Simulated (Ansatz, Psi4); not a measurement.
The Ansatz (a quantum-chemistry and plane-wave program) input:
Ansatz 0.2 input:
```yaml
crystal:
  periodic: [false, false, false]
  atoms:
    - {symbol: C, position_ang: [-0.61381076, 0.09837073, 0.07127920]}
    - {symbol: F, position_ang: [0.72439532, -0.11609326, -0.08412091]}
    - {symbol: H, position_ang: [-0.86205911, -0.06032531, 1.12128664]}
    - {symbol: H, position_ang: [-0.82870216, 1.12501025, -0.22731794]}
    - {symbol: H, position_ang: [-1.14593208, -0.61006993, -0.56455569]}
basis:
  gaussian:
    orbitals: def2-TZVP
hamiltonian:
  xc: {name: B97M-V}
accuracy: high
```

Task: Give the equivalent Psi4 input.

Result: This is not unique; one that fits is 
```
memory 2 GB

molecule mol {
0 1
C    -0.613811    0.098371    0.071279
F     0.724395   -0.116093   -0.084121
H    -0.862059   -0.060325    1.121287
H    -0.828702    1.125010   -0.227318
H    -1.145932   -0.610070   -0.564556
}

set {
  basis def2-tzvp
  reference rks
  scf_type pk
  puream true
  d_convergence 1e-8
  dft_radial_points 99
  dft_spherical_points 590
}

energy('b97m-v')
print_variables()
```

Both were run: Ansatz gave -139.760879 Eh and Psi4 -139.760878 Eh, 0.001 mEh apart.
